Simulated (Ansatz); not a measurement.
The cluster Mn2O4⁺, relaxed as a doublet with UKS PBE-D4/def2-SVP in Ansatz, starting from the GFN2-xTB geometry. Force threshold 0.02 eV/Å.

The charge 1 doublet is spin-contaminated (final ⟨S²⟩ up to 1.98, 0.75 for a pure state). The relaxation made no stability test and no search for a lower SCF solution. No other spin state of charge 1 was run. Another isomer (doublet) lies 1.93 eV lower at PBE0-D4/def2-TZVP; other spin states weren't run for this one.

Start:

Cartesian coordinates in Å:
```
Mn 0.5592 0.0030 -0.9388
Mn -0.5598 -0.0019 0.9379
O 1.2953 0.0052 -2.1760
O -1.2932 -0.0071 2.1768
O 0.1604 1.1377 0.0989
O -0.1619 -1.1369 -0.0988
```

```tsv
step	energy (eV)	largest force component (eV/Å)	SCF passes
1	-70784.7440	6.196	67
2	-70786.5532	3.080	65
3	-70787.2185	0.796	57
4	-70787.2476	1.141	57
5	-70787.2575	0.078	58
6	-70787.2594	0.234	94
7	-70787.2655	0.395	69
8	-70787.2823	0.347	54
9	-70787.3071	1.292	59
10	-70787.3408	0.925	38
11	-70787.3934	0.480	47
13	-70787.4393	0.135	38
15	-70787.4536	0.328	40
17	-70787.4581	0.437	38
19 (rejected)	-70787.3942	1.878	49
21 (rejected)	-70787.4568	0.317	40
23	-70787.4623	0.096	41
25 (rejected)	-70787.4632	0.718	47
27 (rejected)	-70787.4687	0.559	48
29	-70787.4743	0.216	42
31	-70787.4840	0.247	41
33	-70787.4883	0.174	50
35	-70787.4907	0.021	43
37	-70787.4908	0.011	44
```

Force components are those of the run's own axes.

End:

```xyz
6

Mn    0.361    0.056   -1.225
Mn   -0.853    0.045    0.877
O     1.869   -0.134   -1.498
O    -0.437   -0.141    2.334
O    -0.295    1.323   -0.136
O    -0.646   -1.148   -0.352
```

By distances, no bond broke or formed. The bond that changes most is Mn1–O5, from 1.59 to 1.80 Å (atoms count from 1).

No frequencies were taken in this run, so the end may be a saddle point.

Hardware: 4 threads of Arm Neoverse V2 on a shared host. Wall time 94 s.
